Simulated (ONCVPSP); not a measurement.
**Ce, ONCV: configuration errors across variants**

cerium (Ce), optimised norm-conserving Vanderbilt (ONCV), made with ONCVPSP 4.0.1 (PBE, scalar-relativistic). Core [Kr] 4d10, reference 4f1 5s2 5p6 5d1 6s1 (charge +1). Waves: 5s+6s: rc 2.60 bohr, ncon 4, nbas 7, qcut 4 1/bohr, 3 projectors, debl 1.4 Ha; 5p: rc 1.70 bohr, ncon 4, nbas 7, qcut 4.4 1/bohr, 2 projectors, debl 3.6 Ha; 5d: rc 3.35 bohr, ncon 5, nbas 9, qcut 5 1/bohr, 1 projector; 4f: rc 1.15 bohr, ncon 4, nbas 8, qcut 17.1 1/bohr, 3 projectors, debl 0.4 Ha. Local part: polynomial inside 1.00 bohr (lpopt 5, dvloc0 2 Ha). Core correction: Teter function, fcfact 5.5, rcfact 1.5.

In the f channel the program set the typed energies aside and used -0.415, 0.250, 0.650 Ha.

All-electron excitation energies from the reference (eV): (1) 4f1 5s2 5p6 5d1 6s2 -6.070; (2) 4f1 5s2 5p6 5d1 6s0 11.081; (3) 4f1 5s2 5p6 5d0 6s0 30.259; (4) 4f1 5s2 5p6 5d2 6s0 0.167.

A true bound ghost makes a file unfit for plane-wave use even where its test errors are small: the radial tests pick states by their node count and pass the ghost by.

Errors AE − PS in meV (a dash: test not solved or not reliable):

```csv
change,(1),(2),(3),(4),bound ghosts,GHOST(+) flags above zero
base,0.0,-5.3,-16,-14,s,p
f: rc 1.1,0.0,-5.3,-16,-14,s,p
p: debl 1.5,0.0,-5.3,-16,-14,s,p
```

Task: Give the same row for: all radii but the core radius scaled by about 0.95 (s 2.46, p 1.62, d 3.18, f 1.10 bohr); local potential polynomial inside 0.94 bohr (lpopt 5, dvloc0 2 Ha).

Result: +0.2, -4.8, -17, -13; bound ghosts: s; GHOST(+) flags above zero: p.
